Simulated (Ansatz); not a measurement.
Ansatz (a first-principles code) input (LC-wPBE/def2-TZVPD):

Ansatz 0.2 input:
```yaml
crystal:
  periodic: [false, false, false]
  atoms:
    - {symbol: C, position_ang: [-2.89773151, 0.15975687, 1.01019501]}
    - {symbol: Si, position_ang: [-1.55835773, 0.47399404, -0.22160997]}
    - {symbol: N, position_ang: [0.07462572, -0.04515251, 0.54814227]}
    - {symbol: Si, position_ang: [1.48182112, -0.35581013, -0.68154636]}
    - {symbol: N, position_ang: [2.96011376, -0.33099570, 0.11315181]}
    - {symbol: H, position_ang: [-2.97532978, -0.89941912, 1.26288661]}
    - {symbol: H, position_ang: [-2.74755164, 0.73271384, 1.92697126]}
    - {symbol: H, position_ang: [-3.85601045, 0.46592020, 0.58319070]}
    - {symbol: H, position_ang: [-1.30217138, 1.88682116, -0.54025591]}
    - {symbol: H, position_ang: [-1.60690505, -0.36823381, -1.42845657]}
    - {symbol: H, position_ang: [-0.05976259, -0.88889643, 1.10893704]}
    - {symbol: H, position_ang: [0.38007932, 0.66826003, 1.21351399]}
    - {symbol: H, position_ang: [1.10075934, -1.67922500, -1.18661488]}
    - {symbol: H, position_ang: [1.30328576, 0.77905697, -1.59437752]}
    - {symbol: H, position_ang: [3.55933750, 0.47959489, 0.14212766]}
    - {symbol: H, position_ang: [3.41899426, -1.15667136, 0.46603743]}
basis:
  gaussian:
    orbitals: def2-TZVPD
hamiltonian:
  xc: {name: LC-wPBE}
total_charge: 1
output: {forces: true}
```

End of the output:

```
878 factors; integrals over basis functions are off by at most 8.5e-6 eV
0.45 GiB of the device are held for the grids
2.13 GiB of device memory are held for the factors and their scratch space
mean field: 1.74 GiB planned
mean field evaluation 1: about -19929.7855 eV, gradient 8.5e1 eV
mean field evaluation 2: about -19933.0024 eV, gradient 7.2e1 eV
mean field evaluation 4: about -19942.7731 eV, gradient 2.5e0 eV
mean field evaluation 8: about -19942.7843 eV, gradient 1.4e-1 eV
mean field evaluation 16: about -19942.7467 eV, gradient 1.2e-4 eV
mean field -19942.74666225 eV, -732.8824221586 hartree, gradient 4.6e-5 eV, S^2 0.000000; 0 other end points of the search recorded, 0 dependent functions left out
the calculation of the forces begins
reference -19942.74666226 eV, -732.8824221590 hartree; 29, 29 occupied and 267, 267 virtual orbitals, 1643 factors
Total energy: -19942.74666226 eV, -732.8824221590 hartree
Atom 0 at    -2.897732     0.159757     1.010195 Å, force     0.144307     0.024780    -0.108705 eV/Å
Atom 1 at    -1.558358     0.473994    -0.221610 Å, force     0.050458    -0.110999     0.241823 eV/Å
Atom 2 at     0.074626    -0.045153     0.548142 Å, force    -0.005011     0.006383    -0.074416 eV/Å
Atom 3 at     1.481821    -0.355810    -0.681546 Å, force    -0.023775     0.052522     0.266095 eV/Å
Atom 4 at     2.960114    -0.330996     0.113152 Å, force    -0.091162    -0.007809    -0.066997 eV/Å
Atom 5 at    -2.975330    -0.899419     1.262887 Å, force     0.002183     0.020139    -0.011414 eV/Å
Atom 6 at    -2.747552     0.732714     1.926971 Å, force    -0.001304    -0.005563    -0.021580 eV/Å
Atom 7 at    -3.856010     0.465920     0.583191 Å, force     0.031943    -0.002865    -0.003400 eV/Å
Atom 8 at    -1.302171     1.886821    -0.540256 Å, force     0.000960     0.035580    -0.004458 eV/Å
Atom 9 at    -1.606905    -0.368234    -1.428457 Å, force    -0.003936    -0.023209    -0.034983 eV/Å
Atom 10 at    -0.059763    -0.888896     1.108937 Å, force     0.002246     0.032778    -0.047605 eV/Å
Atom 11 at     0.380079     0.668260     1.213514 Å, force    -0.017497    -0.019223    -0.049580 eV/Å
Atom 12 at     1.100759    -1.679225    -1.186615 Å, force    -0.005267    -0.041569    -0.023844 eV/Å
Atom 13 at     1.303286     0.779057    -1.594378 Å, force    -0.006866     0.036229    -0.043296 eV/Å
Atom 14 at     3.559337     0.479595     0.142128 Å, force    -0.041396    -0.021940    -0.003006 eV/Å
Atom 15 at     3.418994    -1.156671     0.466037 Å, force    -0.035883     0.024767    -0.014634 eV/Å
Dipole moment:     0.179611    -0.052708     0.396397 e Å
```

It need not be the lowest isomer of its formula.
